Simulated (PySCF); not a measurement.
# Ionisation energy of Dy²⁴⁺ by level of theory

Dy²⁴⁺ [Kr] 4d6 [4d3/2^4 4d5/2^2, M_J = 4] → Dy²⁵⁺ [Kr] 4d5 [4d3/2^4 4d5/2^1, M_J = 5/2], as a difference of total energies. Computed with PySCF 2.14 in an even-tempered Gaussian basis (17 s from 1.8 bohr⁻², ratio 2.8; 14 p from 2.3 bohr⁻², ratio 2.8; 9 d from 2.3 bohr⁻², ratio 2.8; 4 f from 10 bohr⁻², ratio 3), with the two-component X2C-1e Hamiltonian. Correlated levels: [Ar] 3d10 frozen; the 92 highest virtual spinors dropped. "Screened" scales the spin-orbit matrix elements by Boettger's factors to mimic the two-electron term; Breit and QED terms are absent.

```json
{"method": "GHF (screened spin-orbit)", "ionisation energy (eV)": "827.36"}
{"method": "GMP2 (screened spin-orbit)", "ionisation energy (eV)": "827.73"}
```

**Question.** How much does correlation contribute at GMP2 (screened spin-orbit)?

**Answer.** 827.73 − (827.36) = 0.37 eV, measured against GHF (screened spin-orbit).

Breit and QED terms and the two-electron picture change are absent.

The labels give the starting determinants; with spin-orbit coupling the two ends relaxed to ⟨J²⟩ = 20.04, ⟨L²⟩ = 9.40, ⟨S²⟩ = 4.21 and ⟨J²⟩ = 8.77, ⟨L²⟩ = 1.97, ⟨S²⟩ = 5.76.

For comparison: 827 ± 4 eV (theoretical estimate listed by NIST; NIST Atomic Spectra Database, ionization energies).
